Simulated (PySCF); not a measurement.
## Basis and Hamiltonian dependence of the excitation energy of N⁺

N⁺ [He] 2s2 2p2 (3P) → N⁺ [He] 2s2 2p1 3s1 (3P). All values are computed (PySCF 2.14, energy differences of UHF-based or UKS calculations, no spin-orbit coupling). Values in eV.

| basis | Hamiltonian | functions | UHF | r2SCAN | PBE0 | MP2 (valence) | CCSD(T) (valence) | CCSD(T) (valence and next inner shell) |
| --- | --- | --- | --- | --- | --- | --- | --- | --- |
| aug-cc-pVDZ-DK | spin-free X2C | 23 | 18.409 | 19.071 | 18.708 | 18.425 | 18.287 | n/a |
| def2-TZVPPD | non-relativistic | 37 | 18.400 | 19.049 | 18.650 | 18.560 | 18.423 | 18.440 |
| x2c-TZVPPall with one added diffuse shell each of s, p, d type | spin-free X2C | 40 | 18.344 | 19.016 | 18.613 | 18.511 | 18.375 | 18.392 |
| aug-cc-pVTZ | non-relativistic | 46 | 18.374 | 19.046 | 18.651 | 18.551 | n/a | n/a |
| def2-QZVPPD | non-relativistic | 63 | 18.371 | 19.030 | 18.633 | 18.571 | 18.427 | 18.460 |
| dyall-acv3z | non-relativistic | 76 | 18.348 | 19.025 | 18.625 | 18.514 | 18.378 | 18.403 |
| aug-cc-pVQZ | non-relativistic | 80 | 18.348 | 19.027 | 18.626 | 18.551 | 18.407 | n/a |
| aug-cc-pVQZ with one added diffuse shell each of s, p, d, f, g type | non-relativistic | 105 | 18.344 | 19.027 | 18.626 | 18.549 | n/a | n/a |
| aug-cc-pwCVQZ | non-relativistic | 109 | 18.347 | 19.026 | 18.626 | 18.555 | n/a | n/a |

Frozen in the all-electron rows: valence: 1s2; valence and next inner shell: nothing.

Reference for a calculation without spin-orbit coupling: 18.464 eV (measured, between term centres; NIST).
